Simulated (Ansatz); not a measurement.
# Nudged elastic band run: CH$_{6}$BClO$_{2}$

Input:

```yaml
crystal:
  periodic: [false, false, false]
  atoms:
    - { symbol: B, position_ang: [0.059274, -0.007551, 0.427796] }
    - { symbol: O, position_ang: [-0.941202, -0.750099, 1.037278] }
    - { symbol: H, position_ang: [-1.816691, -0.389296, 0.8173] }
    - { symbol: Cl, position_ang: [1.67086, -0.908824, 0.365675] }
    - { symbol: H, position_ang: [-0.168271, 0.732048, -0.520307] }
    - { symbol: O, position_ang: [0.454215, 1.242934, 1.668469] }
    - { symbol: C, position_ang: [1.448854, 2.21939, 1.297871] }
    - { symbol: H, position_ang: [2.381184, 1.718979, 0.965966] }
    - { symbol: H, position_ang: [1.023504, 2.795384, 0.456508] }
    - { symbol: H, position_ang: [1.641322, 2.897276, 2.152327] }
    - { symbol: H, position_ang: [0.814051, 0.678358, 2.386816] }
basis:
  gaussian: { orbitals: def2-SVP }
hamiltonian:
  xc: pbe
  dispersion: d4
neb:
  order_check: false
  images: 7
  f_tol: 0.03
  max_iterations: 60
  final_atoms:
    - { symbol: B, position_ang: [0.21289143, 0.52234337, 0.2058959] }
    - { symbol: O, position_ang: [-0.63984873, -0.00679087, 1.83253723] }
    - { symbol: H, position_ang: [-0.18462412, -0.87337418, 1.92649549] }
    - { symbol: Cl, position_ang: [1.55028276, -0.77491717, 0.27774792] }
    - { symbol: H, position_ang: [-0.68368393, 0.28176976, -0.58333834] }
    - { symbol: O, position_ang: [0.54348399, 1.8356626, 0.38041798] }
    - { symbol: C, position_ang: [1.61473234, 2.27089279, 1.19525317] }
    - { symbol: H, position_ang: [2.53327877, 1.6689119, 1.02206118] }
    - { symbol: H, position_ang: [1.82544861, 3.3329751, 0.95738817] }
    - { symbol: H, position_ang: [1.34997003, 2.1979833, 2.27442089] }
    - { symbol: H, position_ang: [-1.55483116, -0.22685759, 1.56681942] }
  initial_path:
    images:
      - { positions_ang: [[0.059274, -0.007551, 0.427796], [-0.941202, -0.750099, 1.037278], [-1.816691, -0.389296, 0.8173], [1.67086, -0.908824, 0.365675], [-0.168271, 0.732048, -0.520307], [0.454215, 1.242934, 1.668469], [1.448854, 2.21939, 1.297871], [2.381184, 1.718979, 0.965966], [1.023504, 2.795384, 0.456508], [1.641322, 2.897276, 2.152327], [0.814051, 0.678358, 2.386816]] }
      - { positions_ang: [[0.08296379, -0.03746354, 0.33263385], [-0.75681577, -0.52366009, 1.21471955], [-1.65748923, -0.30066756, 1.09355875], [1.73222114, -0.76536898, 0.14667081], [-0.30908577, 0.50265977, -0.57661215], [0.46809285, 1.30868584, 1.35347833], [1.41847446, 2.15020456, 1.34445866], [2.22217111, 1.55448394, 1.22790136], [1.30709399, 2.73764637, 0.61480851], [1.41075088, 2.8090163, 2.16211102], [0.64872256, 0.79306241, 2.14197032]] }
      - { positions_ang: [[0.10665359, -0.06737609, 0.2374717], [-0.57242955, -0.29722119, 1.3921611], [-1.49828746, -0.21203912, 1.3698175], [1.79358229, -0.62191397, -0.07233338], [-0.44990054, 0.27327154, -0.6329173], [0.48197069, 1.37443767, 1.03848767], [1.38809492, 2.08101912, 1.39104631], [2.06315822, 1.38998887, 1.48983671], [1.59068397, 2.67990874, 0.77310902], [1.18017975, 2.7207566, 2.17189504], [0.48339411, 0.90776681, 1.89712463]] }
      - { positions_ang: [[0.13034338, -0.09728863, 0.14230955], [-0.38804332, -0.07078228, 1.56960265], [-1.33908568, -0.12341067, 1.64607625], [1.85494343, -0.47845895, -0.29133757], [-0.59071531, 0.04388331, -0.68922245], [0.49584854, 1.44018951, 0.723497], [1.35771538, 2.01183368, 1.43763397], [1.90414532, 1.22549381, 1.75177207], [1.87427396, 2.62217111, 0.93140953], [0.94960863, 2.63249691, 2.18167906], [0.31806567, 1.02247122, 1.65227895]] }
      - { positions_ang: [[0.15403318, -0.12720118, 0.04714739], [-0.2036571, 0.15565663, 1.74704419], [-1.17988391, -0.03478223, 1.922335], [1.91630458, -0.33500394, -0.51034176], [-0.73153008, -0.18550492, -0.7455276], [0.50972639, 1.50594134, 0.40850633], [1.32733584, 1.94264824, 1.48422163], [1.74513243, 1.06099874, 2.01370743], [2.15786394, 2.56443348, 1.08971004], [0.71903751, 2.54423721, 2.19146307], [0.15273722, 1.13717562, 1.40743327]] }
      - { positions_ang: [[0.16874774, 0.03518496, 0.08683452], [-0.312705, 0.11504475, 1.76841745], [-0.93106896, -0.24443022, 1.92337512], [1.82479912, -0.44498225, -0.31331934], [-0.71956854, -0.06868625, -0.70498029], [0.51816579, 1.58837166, 0.40148424], [1.39918497, 2.02470938, 1.41197951], [1.94216902, 1.21297703, 1.76579587], [2.07476011, 2.75656889, 1.05662957], [0.87677064, 2.45767373, 2.21220253], [-0.27415487, 0.79616732, 1.44727981]] }
      - { positions_ang: [[0.1834623, 0.1975711, 0.12652165], [-0.42175291, 0.07443288, 1.78979071], [-0.68225402, -0.45407821, 1.92441524], [1.73329367, -0.55496055, -0.11629692], [-0.707607, 0.04813242, -0.66443297], [0.52660519, 1.67080197, 0.39446216], [1.47103409, 2.10677051, 1.3397374], [2.1392056, 1.36495532, 1.5178843], [1.99165628, 2.94870429, 1.02354911], [1.03450377, 2.37111025, 2.23294198], [-0.70104697, 0.45515902, 1.48712634]] }
      - { positions_ang: [[0.19817687, 0.35995724, 0.16620878], [-0.53080082, 0.033821, 1.81116397], [-0.43343907, -0.6637262, 1.92545536], [1.64178822, -0.66493886, 0.0807255], [-0.69564547, 0.16495109, -0.62388566], [0.53504459, 1.75323229, 0.38744007], [1.54288322, 2.18883165, 1.26749528], [2.33624219, 1.51693361, 1.26997274], [1.90855244, 3.14083969, 0.99046864], [1.1922369, 2.28454677, 2.25368143], [-1.12793906, 0.11415071, 1.52697288]] }
      - { positions_ang: [[0.21289143, 0.52234337, 0.2058959], [-0.63984873, -0.00679087, 1.83253723], [-0.18462412, -0.87337418, 1.92649549], [1.55028276, -0.77491717, 0.27774792], [-0.68368393, 0.28176976, -0.58333834], [0.54348399, 1.8356626, 0.38041798], [1.61473234, 2.27089279, 1.19525317], [2.53327877, 1.6689119, 1.02206118], [1.82544861, 3.3329751, 0.95738817], [1.34997003, 2.1979833, 2.27442089], [-1.55483116, -0.22685759, 1.56681942]] }
```

Run as:

```bash
$ ansatz run input.yaml --threads 2 --pin off --max-ram 3072MiB --backend cpu --events-out ev --progress --plain --runs-dir out
```

Output, in part (warnings, iteration lines, the closing report on the highest movable image, with atoms numbered from 0):

```
NEB end point (image 0): max|allowed force component| = 2.539e-2 eV/Å (the criterion of neb.relax_end_points is 1.000e-2)
NEB end point (image 8): max|allowed force component| = 1.499e-2 eV/Å (the criterion of neb.relax_end_points is 1.000e-2)
NEB iter   1: max|band force component| = 8.674e1 eV/Å  barrier→ = 24.5452 eV  barrier← = 24.4990 eV  Δτ_max = 0.2000 Å  (246 SCF iters)
NEB iter   2: max|band force component| = 2.183e1 eV/Å  barrier→ = 4.5059 eV  barrier← = 4.4597 eV  Δτ_max = 0.2000 Å  (236 SCF iters)
NEB iter   3: max|band force component| = 1.343e1 eV/Å  barrier→ = 2.1929 eV  barrier← = 2.1467 eV  Δτ_max = 0.1997 Å  (222 SCF iters)
NEB iter   4: max|band force component| = 5.001e0 eV/Å  barrier→ = 0.6812 eV  barrier← = 0.6351 eV  Δτ_max = 0.2000 Å  (229 SCF iters)
NEB iter   5: max|band force component| = 2.290e0 eV/Å  barrier→ = 0.5861 eV  barrier← = 0.5399 eV  Δτ_max = 0.2000 Å  (199 SCF iters)
NEB iter   6: max|band force component| = 8.073e-1 eV/Å  barrier→ = 0.5559 eV  barrier← = 0.5098 eV  Δτ_max = 0.2000 Å  (199 SCF iters)
NEB iter   7: max|band force component| = 8.638e-1 eV/Å  barrier→ = 0.5382 eV  barrier← = 0.4921 eV  Δτ_max = 0.1008 Å  (198 SCF iters)
NEB iter   8: max|band force component| = 8.077e-1 eV/Å  barrier→ = 0.5270 eV  barrier← = 0.4808 eV  Δτ_max = 0.1002 Å  (200 SCF iters)
NEB iter   9: max|band force component| = 3.187e-1 eV/Å  barrier→ = 0.5294 eV  barrier← = 0.4832 eV  CI = image 4  Δτ_max = 0.1978 Å  (198 SCF iters)
NEB iter  10: max|band force component| = 1.908e-1 eV/Å  barrier→ = 0.5110 eV  barrier← = 0.4648 eV  CI = image 4  Δτ_max = 0.1981 Å  (198 SCF iters)
NEB iter  11: max|band force component| = 4.521e-1 eV/Å  barrier→ = 0.4941 eV  barrier← = 0.4479 eV  CI = image 4  Δτ_max = 0.0993 Å  (197 SCF iters)
NEB iter  12: max|band force component| = 3.629e-1 eV/Å  barrier→ = 0.4886 eV  barrier← = 0.4424 eV  CI = image 4  Δτ_max = 0.1002 Å  (198 SCF iters)
NEB iter  13: max|band force component| = 2.296e-1 eV/Å  barrier→ = 0.4862 eV  barrier← = 0.4400 eV  CI = image 4  Δτ_max = 0.1000 Å  (200 SCF iters)
NEB iter  14: max|band force component| = 1.614e-1 eV/Å  barrier→ = 0.4856 eV  barrier← = 0.4395 eV  CI = image 4  Δτ_max = 0.0384 Å  (202 SCF iters)
NEB iter  15: max|band force component| = 8.265e-2 eV/Å  barrier→ = 0.4854 eV  barrier← = 0.4392 eV  CI = image 4  Δτ_max = 0.0213 Å  (201 SCF iters)
NEB iter  16: max|band force component| = 3.230e-2 eV/Å  barrier→ = 0.4851 eV  barrier← = 0.4390 eV  CI = image 4  Δτ_max = 0.0129 Å  (211 SCF iters)
NEB iter  17: max|band force component| = 2.520e-2 eV/Å  barrier→ = 0.4850 eV  barrier← = 0.4388 eV  CI = image 4  Δτ_max = 0.0000 Å  (397 SCF iters)
Total energy: -18409.12214317 eV, -676.5227606104 hartree
Atom 0 at     0.260716     0.066426     0.377362 Å, force     0.007567    -0.000770    -0.002198 eV/Å
Atom 1 at    -0.766282    -0.258359     1.508303 Å, force     0.003195     0.002103     0.005439 eV/Å
Atom 2 at    -1.665060    -0.340305     1.135704 Å, force    -0.000269     0.002559    -0.000769 eV/Å
Atom 3 at     1.792898    -0.900987     0.572770 Å, force    -0.005515     0.002820    -0.000223 eV/Å
Atom 4 at    -0.239749     0.026890    -0.733301 Å, force    -0.000848     0.000151     0.000298 eV/Å
Atom 5 at     0.370335     1.505010     0.942853 Å, force    -0.012385     0.005904    -0.003000 eV/Å
Atom 6 at     1.574799     2.175319     1.316322 Å, force     0.018142     0.004364     0.002411 eV/Å
Atom 7 at     2.451203     1.589142     0.974866 Å, force    -0.000508     0.000441     0.002209 eV/Å
Atom 8 at     1.588381     3.183206     0.854089 Å, force    -0.000868    -0.004349    -0.001164 eV/Å
Atom 9 at     1.630019     2.281747     2.419055 Å, force    -0.004100     0.000377    -0.002512 eV/Å
Atom 10 at    -0.430159     0.900508     1.687677 Å, force    -0.004410    -0.013598    -0.000491 eV/Å
Dipole moment:    -0.398568     0.445853     0.270206 e Å
```

The forces met the threshold. A vibrational analysis at the climbing image gives 2 clearly imaginary modes (1006i, 87i cm⁻¹): a point of higher order, so a lower path passes nearby. The orbitals stay closed-shell, which can raise the energy where a bond breaks towards radicals; this wasn't checked here.

Final band (atoms are numbered from 1 in the order of the input):

```csv
image,path coordinate (Å),energy (kJ/mol),B1–O2 (Å),O6–H11 (Å),O2–H11 (Å)
0,0.00,0.0,1.39,0.98,2.63
1,0.71,1.5,1.39,0.98,2.38
2,1.41,5.3,1.40,0.98,2.19
3,2.12,8.2,1.41,0.98,2.01
4,2.83,46.8,1.56,1.25,1.22
5,3.64,13.7,1.91,2.11,0.98
6,4.45,9.4,2.06,2.53,0.98
7,5.26,6.5,2.01,2.93,0.98
8,6.07,4.5,1.91,3.17,0.98
```

Time of the run: 4.4 min on 2 threads of Intel(R) Xeon(R) Platinum 8259CL CPU @ 2.50GHz (Skylake/Cascade Lake) (shared host), peak memory 0.18 GiB.
